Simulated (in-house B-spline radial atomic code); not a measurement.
Whole-atom quantities along the 17-electron series, configuration 1s2 2s2 2p6 3s2 3p1/2(2) 3p3/2(3). Breit and QED terms are first order and not part of the total energy; the density at the nucleus is averaged over the nuclear charge. Computed with a B-spline radial code for spherical atoms: Dirac-Hartree-Fock, jj configuration that fills j = l - 1/2 first, finite nuclei.

```
  ion   Z  E/Z² (Eh)  Σ<r²> (bohr²)  n(0)/Z³ (bohr⁻³)  Lamb diamagnetic shielding (ppm)  repulsion over attraction  Breit energy (eV)  self-energy (eV)  vacuum polarisation (eV)
Ce41+  58    -2.2033        0.58896            1.8622                            5006.9                   0.055255             178.03            154.35                   -22.193
Pr42+  59    -2.2111        0.56457            1.9225                            5114.7                   0.054296             188.24            164.14                   -23.946
Nd43+  60    -2.2189        0.54159            1.9851                           5223.53                   0.053365             198.85             174.4                   -25.814
Pm44+  61    -2.2267        0.51989            2.0478                           5333.43                   0.052461             209.88            185.15                   -27.803
Sm45+  62    -2.2344         0.4994            2.1064                           5444.41                   0.051583             221.33            196.42                   -29.917
Eu46+  63    -2.2421        0.48002            2.1765                           5556.57                   0.050729             233.21            208.21                   -32.172
Gd47+  64    -2.2498        0.46167            2.2482                           5669.92                   0.049898             245.55            220.54                    -34.57
Tb48+  65    -2.2575        0.44428            2.3402                           5784.58                    0.04909             258.34            233.46                   -37.131
```

Problem. With what power of Z does the column «vacuum polarisation (eV)» change over this range?

Solution. A fit of the logarithm of its size against log Z from Z = 58 to 65 has slope 4.52.
